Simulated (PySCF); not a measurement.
Highest occupied level (eV) of eight silicon and germanium compounds: PBE beside M06-2X, computed with PySCF for isolated molecules in the bases named; differences from unrounded values. The eight are the first of their class met in an unordered collection, after screening for sound electronic states; none was chosen by its value. Each molecule has one DFT geometry for both levels.

```tsv
molecule	basis	M06-2X	PBE	difference
C₂H₅FO₂Si, SMILES O[Si@@H](CC=O)F	def2-TZVP	-9.63	-6.51	3.12
C₃H₇FOSi, SMILES O[Si@@H](CC=C)F	def2-TZVP	-8.46	-6.17	2.30
CH7ClOSi2, SMILES O[Si@H]([SiH2]C)Cl	def2-TZVP	-9.00	-6.69	2.31
1-hydroxysiletane (C3H8OSi), SMILES O[SiH]1CCC1	def2-TZVP	-8.96	-6.44	2.51
Ge(F)(SH)3 (FGeH3S3), SMILES [F][Ge]([SH])([SH])[SH]	def2-TZVP	-9.25	-6.77	2.48
BFH4O3Si, SMILES OB(O)O[SiH2]F	def2-TZVP	-11.06	-7.76	3.30
Si(H)(F)(Br)(NH2) (BrFH3NSi), SMILES N[SiH](F)Br	def2-TZVP	-9.62	-6.77	2.85
C4H9FSi, SMILES CC[SiH2]/C=C\F	def2-TZVP	-8.86	-6.40	2.46
```

PBE lies below M06-2X in 0 and above it in 8 of the eight; the mean signed difference is 2.67 and the largest 3.30 eV.
